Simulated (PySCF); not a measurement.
## AsC: from constants to spectrum

ROHF constants of AsC, ²Σ⁺ (doublet), unpaired electrons σ ↑ (As def2-SVPD, C def2-SVPD; no relativity (PySCF 2.14); masses 74.9216 and 12.0000 u):

- ωe: 1216.9 cm⁻¹
- ωexe: 4.92 cm⁻¹
- Be: 0.61044 cm⁻¹
- αe: 0.00331 cm⁻¹
- D (centrifugal): 6.14e-07 cm⁻¹
- De to As + C: 1.02 eV

Question: Give the vibrational terms G(v) and spacings up to v = 6.

Answer: G(v) = ωe(v+½) − ωexe(v+½)².

```tsv
v	G(v) (cm⁻¹)	G(v) − G(v−1)	Bv (cm⁻¹)
0	607		0.6088
1	1814	1207	0.6055
2	3012	1197	0.6022
3	4199	1187	0.5989
4	5376	1178	0.5955
5	6544	1168	0.5922
6	7702	1158	0.5889
```

Spin–orbit coupling is left out. UHF is strongly spin-contaminated for AsC, so the ROHF reference used there is far from stable. Hartree–Fock leaves out correlation, which carries a large part of most bond energies and some tenths to 1 eV of ionisation energies. The state is the lowest determinant that a PBE0 search found; another state may lie lower at other levels.
